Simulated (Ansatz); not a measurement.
Basis sets compared for LaCl3. The state is a singlet with charge 0. Geometry PBE-D4/def2-SVP. Ansatz on 4 threads of Arm Neoverse V1 on a shared host; times are rough, and most runs start from earlier orbitals.

Cartesian coordinates in Å:
```
La 0.124 0.220 -0.352
Cl 1.176 1.600 1.593
Cl 1.176 -2.134 -0.740
Cl -2.476 0.314 -0.502
```

In the def2 sets La takes a core potential; there is no spin–orbit coupling.

```
              level  functions  energy (Eh)  HOMO (eV)  LUMO (eV)  wall time
    PBE-D4/def2-SVP         86   -1411.4741      -7.36      -3.41        1 s
   PBE-D4/def2-TZVP        151   -1411.9455      -7.51      -3.45      1.5 s
r2SCAN-D4/def2-TZVP        151   -1412.4171      -7.86      -3.08      4.4 s
   PBE0-D4/def2-SVP         86   -1411.5699      -8.76      -2.79      1.4 s
  PBE0-D4/def2-TZVP        151   -1412.0364      -8.88      -2.80      3.5 s
```

(1) Estimate the rows for PBE-D4/def2-TZVPD, r2SCAN-D4/def2-TZVPD, PBE0-D4/def2-TZVPD.

## Answers

(1) 
| level | functions | energy (Eh) | HOMO (eV) | LUMO (eV) | wall time |
| --- | --- | --- | --- | --- | --- |
| PBE-D4/def2-TZVPD | 181 | -1411.9476 | -7.55 | -3.46 | 2.4 s |
| r2SCAN-D4/def2-TZVPD | 181 | -1412.4189 | -7.88 | -3.06 | 5.5 s |
| PBE0-D4/def2-TZVPD | 181 | -1412.0383 | -8.90 | -2.79 | 5.5 s |
